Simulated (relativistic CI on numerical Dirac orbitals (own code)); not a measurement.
# Electric-dipole transitions in Ta5+

These numbers are calculated, not measured: Dirac-Coulomb-Breit CI, KLI orbitals optimised for each configuration, model QED (radiative potential, 1s self-energy scaled to tabulated hydrogen-like ionisation energies), valence Slater integrals scaled by 0.85, P86 correlation energy added to each configuration (own radial code, finite nucleus).

Configurations in the expansion (outside the closed core [Kr] 4d10): 4f14 5s2 5p6, 4f14 5s2 5p5 5d, 4f13 5s2 5p6 5d, 4f13 5s2 5p6 6s, 4f14 5s2 5p5 5f, 4f14 5s 5p6 5d, 4f13 5s2 5p6 6p, 4f14 5s2 5p5 5g, 4f14 5s2 5p5 6s, 4f13 5s2 5p6 6d, 4f14 5s2 5p5 6p, 4f13 5s2 5p6 5f, 4f13 5s2 5p6 7s. Double excitations out of closed p, d and f shells are left out; levels of such configurations are missing from the list, as are those of other unlisted configurations, and high levels can miss mixing partners.

```
λ vac (nm)                       Lower                       Upper   A (s⁻¹)  log gf  S velocity/length
    23.181       4f14 5s2 5p6 1S_0 [1]  4f14 5s2 5p5 5d 1P°_1 [51]  3.08e+11    0.87               0.62
    28.645       4f14 5s2 5p6 1S_0 [1]  4f14 5s2 5p5 5d 3D°_1 [33]  3.96e+10    0.16               0.56
    36.780   4f13 5s2 5p6 5d 3P°_2 [2]   4f13 5s2 5p6 5f 3P_2 [71]  1.83e+10    0.27               0.88
    37.009   4f13 5s2 5p6 5d 3P°_2 [2]   4f13 5s2 5p6 5f 3S_1 [65]  2.62e+10    0.21               0.90
    37.494   4f13 5s2 5p6 5d 3H°_5 [3]   4f13 5s2 5p6 5f 1I_6 [73]  3.18e+10    0.94               0.89
    37.525  4f13 5s2 5p6 5d 3H°_4 [13]   4f13 5s2 5p6 5f 3I_5 [98]  2.66e+10    0.79               0.89
    37.733   4f13 5s2 5p6 5d 3D°_3 [4]   4f13 5s2 5p6 5f 3F_4 [77]  1.07e+10    0.31               0.88
    37.881   4f13 5s2 5p6 5d 3D°_3 [4]   4f13 5s2 5p6 5f 3D_3 [75]  1.18e+10    0.25               0.88
    37.981   4f13 5s2 5p6 5d 3F°_4 [5]   4f13 5s2 5p6 5f 3G_5 [79]  1.97e+10    0.67               0.88
    38.016   4f13 5s2 5p6 5d 3F°_4 [5]   4f13 5s2 5p6 5f 3F_4 [77]  1.20e+10    0.37               0.88
    38.064   4f13 5s2 5p6 5d 3H°_6 [7]   4f13 5s2 5p6 5f 3H_6 [81]  6.77e+09    0.28               0.86
    38.205  4f13 5s2 5p6 5d 3G°_3 [16]  4f13 5s2 5p6 5f 3H_4 [105]  2.12e+10    0.62               0.88
    38.390   4f13 5s2 5p6 5d 3H°_6 [7]   4f13 5s2 5p6 5f 3I_7 [72]  3.25e+10    1.03               0.88
    38.404   4f13 5s2 5p6 5d 1D°_2 [8]   4f13 5s2 5p6 5f 1D_2 [78]  1.95e+10    0.33               0.87
    38.605  4f13 5s2 5p6 5d 3H°_5 [17]   4f13 5s2 5p6 5f 3I_6 [99]  3.19e+10    0.97               0.88
    38.884   4f13 5s2 5p6 5d 3F°_4 [9]   4f13 5s2 5p6 5f 1H_5 [80]  1.95e+10    0.69               0.87
    38.989  4f13 5s2 5p6 5d 3D°_3 [10]   4f13 5s2 5p6 5f 1G_4 [82]  1.71e+10    0.54               0.87
    39.029  4f13 5s2 5p6 5d 3F°_3 [20]  4f13 5s2 5p6 5f 3G_4 [104]  2.39e+10    0.69               0.87
    39.168  4f14 5s2 5p5 5d 3F°_3 [24]  4f14 5s2 5p5 5f 3G_4 [118]  2.58e+10    0.73               0.90
    39.183  4f13 5s2 5p6 5d 3G°_5 [11]   4f13 5s2 5p6 5f 3H_6 [81]  2.51e+10    0.87               0.87
    39.190  4f13 5s2 5p6 5d 3G°_4 [21]  4f13 5s2 5p6 5f 3H_5 [106]  2.61e+10    0.82               0.87
    39.415  4f14 5s2 5p5 5d 3F°_4 [26]  4f14 5s2 5p5 5f 3G_5 [116]  3.03e+10    0.89               0.85
    40.271  4f14 5s2 5p5 5d 1F°_3 [40]  4f14 5s2 5p5 5f 3G_4 [125]  2.97e+10    0.81               0.89
    41.123  4f14 5s2 5p5 5d 3D°_3 [30]  4f14 5s2 5p5 5f 3F_4 [120]  2.31e+10    0.72               0.93
    61.156   4f13 5s2 5p6 5d 3H°_6 [7]   4f13 5s2 5p6 6p 3G_5 [41]  4.70e+09    0.46               0.79
    64.455   4f13 5s2 5p6 5d 3H°_5 [3]   4f13 5s2 5p6 6p 3G_4 [36]  4.09e+09    0.36               0.76
    93.139   4f13 5s2 5p6 6p 3G_4 [36]  4f13 5s2 5p6 6d 3H°_5 [61]  5.35e+09    0.88               0.95
    105.25   4f13 5s2 5p6 6p 3G_5 [41]  4f13 5s2 5p6 6d 3H°_6 [64]  5.08e+09    1.04               0.92
    105.40   4f13 5s2 5p6 6p 3G_4 [48]  4f13 5s2 5p6 6d 3H°_5 [89]  5.05e+09    0.97               0.93
    124.66  4f13 5s2 5p6 6s 3F°_4 [28]   4f13 5s2 5p6 6p 3G_5 [41]  1.99e+09    0.71               0.96
```

Terms are leading LS components. Brackets give the number of a level in order of energy, since labels repeat. The list gives strong lines, with weight on those to low levels. Levels whose partners in the same complex of configurations lie outside the list can be far off, and so can their lines. Rates are taken at the computed energies, electric ones in the length gauge. A velocity-to-length ratio far from 1 marks an uncertain rate.

At this charge configurations can still be misplaced by up to about 7 % of their energy. Levels and lines within the n = 5 or 6 shells can be off by up to 10 % or somewhat more, and those that change n by about 2 %, since core polarisation is missing. Levels that differ in their count of f electrons can be misplaced by several ten thousand cm⁻¹, since the correlation energy of f electrons is missing or only estimated; rates across such gaps can be off by orders of magnitude.

LS names give the leading component of a level, which can be under half, so a name can repeat, a term be missing and a line seem to break the LS rules.
